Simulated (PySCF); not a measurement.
Radial density of Sn (tin, neutral)

r2SCAN, [Kr] 4d10 5s2 5p2, high-spin 3P determinant. All numbers are calculated (PySCF 2.14, scalar relativity through the core potential, in cc-pVDZ-PP with ECP28MDF (4s3p2d, 23 functions)). This is the valence pseudo-density: the core potential removes the inner electrons and smooths the orbitals near the nucleus.

```json
{"r (bohr)": "0.00821", "4πr²ρ (e/bohr)": "2.254e-05", "4πr²(ρα − ρβ)": "0.0000"}
{"r (bohr)": "0.0138", "4πr²ρ (e/bohr)": "6.021e-05", "4πr²(ρα − ρβ)": "0.0000"}
{"r (bohr)": "0.0232", "4πr²ρ (e/bohr)": "0.0001459", "4πr²(ρα − ρβ)": "0.0000"}
{"r (bohr)": "0.0391", "4πr²ρ (e/bohr)": "0.0002881", "4πr²(ρα − ρβ)": "0.0000"}
{"r (bohr)": "0.0657", "4πr²ρ (e/bohr)": "0.0005826", "4πr²(ρα − ρβ)": "0.0000"}
{"r (bohr)": "0.111", "4πr²ρ (e/bohr)": "0.003939", "4πr²(ρα − ρβ)": "0.0000"}
{"r (bohr)": "0.186", "4πr²ρ (e/bohr)": "0.05212", "4πr²(ρα − ρβ)": "0.0002"}
{"r (bohr)": "0.313", "4πr²ρ (e/bohr)": "0.9308", "4πr²(ρα − ρβ)": "0.0045"}
{"r (bohr)": "0.526", "4πr²ρ (e/bohr)": "11.34", "4πr²(ρα − ρβ)": "0.0654"}
{"r (bohr)": "0.885", "4πr²ρ (e/bohr)": "21.89", "4πr²(ρα − ρβ)": "0.0201"}
{"r (bohr)": "1.49", "4πr²ρ (e/bohr)": "6.512", "4πr²(ρα − ρβ)": "0.1915"}
{"r (bohr)": "2.50", "4πr²ρ (e/bohr)": "2.001", "4πr²(ρα − ρβ)": "0.7839"}
{"r (bohr)": "4.21", "4πr²ρ (e/bohr)": "0.4439", "4πr²(ρα − ρβ)": "0.3341"}
{"r (bohr)": "7.08", "4πr²ρ (e/bohr)": "0.01882", "4πr²(ρα − ρβ)": "0.0179"}
```

Energies and moments cover only the electrons outside the core potential.
